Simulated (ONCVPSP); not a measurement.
# Cutoff test, I, ONCV

```json
{
  "Element": "I (Z = 53)",
  "Generator": "ONCVPSP 4.0.1",
  "Type": "optimised norm-conserving Vanderbilt (ONCV)",
  "Functional": "LDA (Perdew-Wang 92)",
  "Relativity": "scalar-relativistic",
  "Frozen core": "[Ar] 3d10",
  "Valence charge": "25",
  "Reference configuration": "4s2 4p6 4d10 5s2 5p5",
  "Partial waves": "4s+5s: rc 1.15 bohr, ncon 3, nbas 6, qcut 8.5 1/bohr, 2 projectors; 4p+5p: rc 1.15 bohr, ncon 4, nbas 8, qcut 9.3 1/bohr, 2 projectors; 4d: rc 1.05 bohr, ncon 4, nbas 8, qcut 12.1 1/bohr, 1 projector",
  "Local potential": "polynomial inside 0.85 bohr (lpopt 5, dvloc0 0 Ha)",
  "Core correction": "none"
}
```

Question: For each optimised wave give the share of its norm inside rc, the residual kinetic energy above qcut (Ha) and the cutoffs (Ha) for errors of 10, 1, 0.1 and 0.01 mHa per electron.

Answer:

```json
{"wave": "4s", "norm inside rc": "0.938", "residual KE": "2.8e-04", "10 mHa": "24.8", "1 mHa": "32.1", "0.1 mHa": "71.4", "0.01 mHa": "not reached"}
{"wave": "5s", "norm inside rc": "0.082", "residual KE": "4.2e-04", "10 mHa": "24.2", "1 mHa": "33.2", "0.1 mHa": "59.0", "0.01 mHa": "101.9"}
{"wave": "4p", "norm inside rc": "0.896", "residual KE": "1.1e-04", "10 mHa": "22.5", "1 mHa": "27.1", "0.1 mHa": "45.6", "0.01 mHa": "152.0"}
{"wave": "5p", "norm inside rc": "0.045", "residual KE": "8.7e-05", "10 mHa": "19.0", "1 mHa": "24.4", "0.1 mHa": "42.0", "0.01 mHa": "117.3"}
{"wave": "4d", "norm inside rc": "0.688", "residual KE": "1.3e-05", "10 mHa": "45.5", "1 mHa": "56.8", "0.1 mHa": "65.6", "0.01 mHa": "75.9"}
```

The occupied waves need 57 Ha and 71 Ha for 1 and 0.1 mHa.
